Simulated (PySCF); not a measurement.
Two-photon absorption: SMILES C(#C)/C(C=C)=C\C, C$_{7}$H$_{8}$

Geometry:
```csv
atom,x (Å),y (Å),z (Å)
C1,-0.302,2.298,-0.790
C2,-0.221,1.150,-0.447
C3,-0.148,-0.208,-0.039
C4,-1.401,-0.882,0.281
C5,-2.600,-0.316,0.234
C6,1.033,-0.844,0.046
C7,2.359,-0.243,-0.256
H8,-0.366,3.300,-1.093
H9,-1.298,-1.919,0.576
H10,-2.725,0.714,-0.056
H11,-3.493,-0.863,0.483
H12,1.045,-1.880,0.362
H13,3.003,-0.294,0.623
H14,2.256,0.795,-0.562
H15,2.853,-0.801,-1.052
```

Computed with PySCF, TDDFT wB97X-D/def2-SVPD excited states, vertical, gas phase. Geometry: GFN2-xTB.

Give the one- and two-photon strengths of the lowest singlets.

δ for parallel linear polarisation; σ at the peak of a Lorentzian of half width 0.1 eV, single beam; Ω is circular over linear.
| state | E (eV) | f | photon λ (nm) | δ (au) | σ (GM) | Ω | main |
| --- | --- | --- | --- | --- | --- | --- | --- |
| S1 | 5.40 | 0.506 | 459 | 2.28 | 0.02 | 1.46 | HOMO→LUMO 0.93 |
| S2 | 5.76 | 0.000 | 431 | <0.1 | 0.00 | – | HOMO−2→LUMO 0.83, HOMO−2→LUMO+1 0.12 |
| S3 | 6.25 | 0.153 | 397 | 102 | 1.46 | 1.36 | HOMO−1→LUMO 0.80 |
| S4 | 6.27 | 0.001 | 396 | 1.43 | 0.02 | 1.46 | HOMO→LUMO+4 0.68, HOMO−1→LUMO+4 0.15 |
| S5 | 6.38 | 0.090 | 389 | 590 | 8.79 | 1.06 | HOMO→LUMO+1 0.88 |

Among these, the strongest one-photon state is S1, the strongest two-photon state S5, with a dipole change of 2.8 D (relaxed, norm of the difference vector).
